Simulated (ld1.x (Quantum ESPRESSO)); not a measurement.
## u(r) = r·R(r): atom against pseudo-atom (bismuth (Bi))

Columns: radius, all-electron u(r) and pseudo u(r) of the 6s shell (level -30.71 eV) of bismuth in the configuration [Xe] 4f14 5d10 6s2 6p1; PBE, scalar-relativistic, TM scheme, ld1.x (Quantum ESPRESSO) 7.5.

| r (bohr) | all-electron | pseudo |
| --- | --- | --- |
| 0.093 | 0.1129 | -0.0139 |
| 0.185 | 0.0243 | -0.0284 |
| 0.278 | -0.2710 | -0.0447 |
| 0.370 | -0.1689 | -0.0633 |
| 0.463 | 0.1087 | -0.0857 |
| 0.555 | 0.3304 | -0.1124 |
| 0.648 | 0.4221 | -0.1454 |
| 0.740 | 0.3902 | -0.1849 |
| 0.833 | 0.2725 | -0.2329 |
| 0.925 | 0.1103 | -0.2890 |
| 1.018 | -0.0684 | -0.3542 |
| 1.110 | -0.2393 | -0.4257 |
| 1.203 | -0.3938 | -0.5024 |
| 1.295 | -0.5229 | -0.5788 |
| 1.388 | -0.6275 | -0.6517 |
| 1.480 | -0.7062 | -0.7145 |
| 1.573 | -0.7627 | -0.7646 |
| 1.665 | -0.7985 | -0.7987 |
| 1.758 | -0.8173 | -0.8173 |
| 1.850 | -0.8215 | -0.8215 |
| 1.943 | -0.8140 | -0.8140 |
| 2.035 | -0.7971 | -0.7971 |
| 2.128 | -0.7728 | -0.7728 |
| 2.220 | -0.7432 | -0.7432 |
| 2.313 | -0.7093 | -0.7093 |
| 2.405 | -0.6732 | -0.6732 |

Problem. How many radial nodes do the two functions have?

Solution. The all-electron 6s function has n − l − 1 = 5 (the table is too coarse to show those close to the nucleus); the pseudo-wave has 0, since the states of the same l below it are removed with the core.

Problem. At about which radius was the pseudo-wave matched?

Solution. 1.85 bohr. The columns agree to 0.0005 from 1.67 bohr on; several derivatives are matched, so the curves merge somewhat inside the radius.

Problem. Where does each function peak?

Solution. Outermost all-electron maximum near 1.85 bohr, pseudo maximum near 1.85 bohr (to the table’s step).

Problem. Is the pseudo-wave norm-conserving?

Solution. Yes: the TM scheme keeps the norm inside the radius equal to the all-electron one, which fixes the energy derivative of the logarithmic derivative at the level.
